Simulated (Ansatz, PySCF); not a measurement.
Gas-phase reaction in SMILES: CCCCCSC → CCCCC[S] + [CH3] (CH3) (the C-S bond at the site shown breaks; other sites are not compared here)
Structures are relaxed separately at B3LYP-D3(BJ)/def2-TZVP in Ansatz (a first-principles code), one conformer each, not searched for the lowest.
Geometry of the first species:
SMILES: CCCCCSC
```xyz
21

C     -4.0240     0.6980    -0.4231
C     -2.6320     0.9168     0.1623
C     -1.6161    -0.1222    -0.3064
C     -0.2219     0.0896     0.2813
C      0.7784    -0.9545    -0.1996
S      2.4513    -0.8050     0.5000
C      3.0148     0.7162    -0.3087
H     -4.7289     1.4538    -0.0722
H     -4.0029     0.7437    -1.5147
H     -4.4186    -0.2814    -0.1420
H     -2.2738     1.9159    -0.1064
H     -2.6863     0.8977     1.2555
H     -1.5582    -0.1021    -1.4005
H     -1.9742    -1.1231    -0.0401
H      0.1313     1.0895     0.0140
H     -0.2688     0.0603     1.3732
H      0.8565    -0.9459    -1.2900
H      0.4490    -1.9549     0.0890
H      4.0565     0.8562    -0.0235
H      2.4446     1.5852     0.0166
H      2.9575     0.6218    -1.3938
```

Property: bond dissociation energy (enthalpy at 298 K, with B3LYP-D3(BJ) rigid-rotor harmonic-oscillator terms from PySCF), in kcal/mol. Correlated levels leave the core frozen unless marked. UHF or UKS for open shells. Spin-orbit coupling is left out. Non-relativistic. Basis-set limits of correlation are two-point, X^-3; Hartree-Fock from the larger set. [CCSD(T)-MP2]/basis is that difference in the basis named.

RI-MP2/CBS(cc-pV(T+d)Z,cc-pV(Q+d)Z)+[CCSD(T)-MP2]/cc-pV(T+d)Z (Ansatz) gives 73.8 kcal/mol.

### Question
Another calculation gave 72.2 kcal/mol. Which level was it?
A. PBE-QIDH/def2-TZVPD (Ansatz)
B. BHLYP/def2-TZVPD (Ansatz)
C. r2SCANh/def2-TZVPD (Ansatz)
D. SVWN5/def2-TZVPD (Ansatz)

### Answer
A, PBE-QIDH/def2-TZVPD (Ansatz). The others give 66.2 (r2SCANh), 89.0 (SVWN5), 63.0 (BHLYP) kcal/mol.
